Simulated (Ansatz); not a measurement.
One change: `NB(O)CO` becomes `NB(O)F`.

Ansatz, PBE0-D4/def2-TZVP geometries, multiplicity 1. Each molecule was computed in one conformer, which needn't be the lowest.

| property | `NB(O)CO` |
| --- | --- |
| HOMO energy (PBE/def2-TZVPP) / eV | -5.56 |
| HOMO energy (PBE0/def2-TZVPP) / eV | -7.24 |
| LUMO energy (PBE0/def2-TZVPP) / eV | 0.41 |
| HOMO–LUMO gap (PBE0/def2-TZVPP) / eV | 7.65 |
| zero-point energy (PBE0-D4/def2-TZVP) / kJ/mol | 232.1 |
| HOMO–LUMO gap (B3LYP/def2-TZVPP) / eV | 7.02 |

**Question.** Give the same properties after the change, and the shifts. (Estimate.)

**Answer.** The calculation gave: 
| property | `NB(O)F` | shift |
| --- | --- | --- |
| HOMO energy (PBE/def2-TZVPP) / eV | -6.59 | -1.03 |
| HOMO energy (PBE0/def2-TZVPP) / eV | -8.12 | -0.88 |
| LUMO energy (PBE0/def2-TZVPP) / eV | 0.40 | -0.01 |
| HOMO–LUMO gap (PBE0/def2-TZVPP) / eV | 8.52 | 0.87 |
| zero-point energy (PBE0-D4/def2-TZVP) / kJ/mol | 128.2 | -103.9 |
| HOMO–LUMO gap (B3LYP/def2-TZVPP) / eV | 7.88 | 0.86 |

The zero-point energy changes by -103.9 kJ/mol with -12 modes.

B3LYP here is the variant with VWN-RPA as its local correlation; programs differ in this.
